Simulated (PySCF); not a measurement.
Order these species by their calculated properties.

Species are written as SMILES; each is one conformer at its optimised geometry, gas phase, non-relativistic unless stated; the electronic structure was computed with PySCF and density fitting.

The conformers computed, where there is a choice (atom-mapped SMILES and torsion angles):
- `[CH3:1][CH2:2][CH2:3][Br:4]`: C1–C2–C3–Br4 180°
- `[CH3:1][O:2][GeH2:3][S:4][CH3:5]`: C1–O2–Ge3–S4 -59°, O2–Ge3–S4–C5 -60°

The conformers of `O[SiH2]N1CC[C@H](C2CC2)C1`, `C=C[Si@]1(N(C)C)CCCO1`, `C=CC[C@@H]1CO[Si@@H](NC)C1`, `C/C=C\O[SiH2]N1CCCC1` and `CC(=O)N[SiH2]C1CCCC1` aren't listed.

Question: Rank by HOMO–LUMO gap, highest first (B3LYP/def2-SVPD at PBE0-D3(BJ)/def2-SVP geometries).
A. `C/C=C\O[SiH2]N1CCCC1`
B. `C=CC[C@@H]1CO[Si@@H](NC)C1`
C. `O[SiH2]N1CC[C@H](C2CC2)C1`
D. `C=C[Si@]1(N(C)C)CCCO1`
E. `CCCBr`

Answer: E (7.19 eV), B (6.56 eV), A (6.27 eV), C (6.09 eV), D (5.39 eV).

Question: Rank by lowest triplet excitation (Tamm–Dancoff), lowest first (TDA B3LYP/def2-SVPD at PBE0-D3(BJ)/def2-SVP geometries).
A. `CCCBr`
B. `CC(=O)N[SiH2]C1CCCC1`
C. `C=CC[C@@H]1CO[Si@@H](NC)C1`
D. `C=C[Si@]1(N(C)C)CCCO1`

Answer: D (4.13 eV), C (4.41 eV), B (5.07 eV), A (5.45 eV).

Question: Rank by lowest singlet excitation, highest first (TDDFT B3LYP/def2-SVPD at PBE0-D3(BJ)/def2-SVP geometries).
A. `C(C)CBr`
B. `C[O][GeH2][S]C`
C. `N(C)(C)[Si@]1(C=C)OCCC1`
D. `CC(=O)N[SiH2]C1CCCC1`
E. `O[SiH2]N1CC[C@H](C2CC2)C1`

Answer: A (6.03 eV), D (5.55 eV), B (5.40 eV), E (5.25 eV), C (4.59 eV).

Question: Rank by static isotropic polarisability, highest first (B3LYP/def2-SVPD at PBE0-D3(BJ)/def2-SVP geometries).
A. `C=CC[C@@H]1CO[Si@@H](NC)C1`
B. `CCCBr`
C. `[C@@H]1(CCN(C1)[SiH2]O)C1CC1`
D. `C=C[Si@]1(N(C)C)CCCO1`
E. `C[O][GeH2][S]C`
F. `C/C=C\O[SiH2]N1CCCC1`

Answer: F (123.2 au), A (121.2 au), D (119.4 au), C (117.5 au), E (82.8 au), B (62.3 au).

Give the two extremes of that set as polarisability volumes in Å³.

`CCCBr`: 9.23 Å³; `C/C=C\O[SiH2]N1CCCC1`: 18.26 Å³.

Question: Rank by vertical ionisation energy, highest first (ΔSCF B3LYP/def2-SVPD at PBE0-D3(BJ)/def2-SVP geometries).
A. `O[SiH2]N1CC[C@H](C2CC2)C1`
B. `C=CC[C@@H]1CO[Si@@H](NC)C1`
C. `BrCCC`
D. `C=C[Si@]1(N(C)C)CCCO1`
E. `C[O][GeH2][S]C`

Answer: C (10.28 eV), E (9.11 eV), B (8.66 eV), A (8.18 eV), D (7.88 eV).

Give the two extremes of that set in kJ/mol.

`C=C[Si@]1(N(C)C)CCCO1`: 760 kJ/mol; `CCCBr`: 992 kJ/mol.

Question: Rank by smallest rotational constant, highest first (GFN2-xTB).
A. `[C@@H]1(C(=CC1)C#C)F`
B. `N#Cc1cc([SiH2])sc1C#N` [radical]
C. `C#CC(C)(F)C#C`
D. `C#C[C@@H]1C(=C)[C@H]1F`

Answer: C (1.895 GHz), A (1.557 GHz), D (1.449 GHz), B (0.496 GHz).
